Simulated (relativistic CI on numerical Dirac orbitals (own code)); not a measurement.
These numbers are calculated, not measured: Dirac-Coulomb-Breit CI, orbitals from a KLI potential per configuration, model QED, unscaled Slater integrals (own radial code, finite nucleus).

Configuration list (outside the closed core [Ar] 3d10): 4s²4p⁶4d⁸, 4s²4p⁵4d⁹, 4s²4p⁶4d⁷4f, 4s4p⁶4d⁹, 4s²4p⁵4d⁸4f, 4s4p⁶4d⁸4f, 4s²4p⁶4d⁷5s, 4s²4p⁶4d⁶4f5s, 4s²4p⁶4d⁷5p, 4s²4p⁵4d⁸5s, 4s²4p⁶4d⁷5f, 4s²4p⁶4d⁶5s5p, 4p⁶4d⁹4f, 4s4p⁶4d⁷4f5s, 4s²4p⁵4d⁸5d, 4s²4p⁶4d⁷6p, 4s4p⁶4d⁸5p, 4s²4p⁶4d⁷6f, 4p⁶4d⁹5p, 4s²4p⁵4d⁸5g, 4s²4p⁶4d⁷7p, 4s²4p⁵4d⁸6s, 4s²4p⁶4d⁷7f, 4p⁶4d¹⁰, 4p⁵4d¹⁰4f, 4p⁶4d⁹5s, 4p⁵4d¹⁰5s, 4p⁵4d⁹4f5s. Double excitations out of closed p, d and f shells are left out; levels of such configurations are missing from the list, as are those of other unlisted configurations, and high levels can miss mixing partners. These lack a partner that the ground configuration has and come out too high: 4s²4p⁵4d⁸5d, 4s²4p⁵4d⁸5g, 4s²4p⁵4d⁸6s.

At this charge energies of transitions that change n are usually good to better than 1 %, and those within a shell (Δn = 0) to a few per cent. Terms inside the open d or f shell come out 10 to 20 % too wide with unscaled integrals.

Outline of the computed level scheme of Os XXXIII. Lowest level of each configuration: 4s²4p⁶4d⁸ ³F4 at 0.000 eV; 4s²4p⁵4d⁹ ¹D°2 at 192.575 eV; 4s²4p⁶4d⁷4f ³G°4 at 201.709 eV.

Some strong electric-dipole decays among the lowest 45 levels: 4s²4p⁶4d⁷4f ⁵H°5 → 4s²4p⁶4d⁸ ³F4 (5.2e+10 s⁻¹); 4s²4p⁵4d⁹ ³P°0 → 4s²4p⁶4d⁸ ³P1 (5.1e+10 s⁻¹); 4s²4p⁵4d⁹ ³D°3 → 4s²4p⁶4d⁸ ³F4 (5.0e+10 s⁻¹); 4s²4p⁵4d⁹ ¹D°2 → 4s²4p⁶4d⁸ ¹D2 (4.2e+10 s⁻¹); 4s²4p⁶4d⁷4f ³P°1 → 4s²4p⁶4d⁸ ¹D2 (3.6e+10 s⁻¹); 4s²4p⁶4d⁷4f ³F°4 → 4s²4p⁶4d⁸ ³F4 (3.2e+10 s⁻¹); 4s²4p⁵4d⁹ ³D°1 → 4s²4p⁶4d⁸ ³P2 (3.0e+10 s⁻¹); 4s²4p⁵4d⁹ ³D°2 → 4s²4p⁶4d⁸ ³F3 (2.5e+10 s⁻¹).

LS names give the leading component of a level, which can be under half, so a name can repeat, a term be missing and a line seem to break the LS rules.
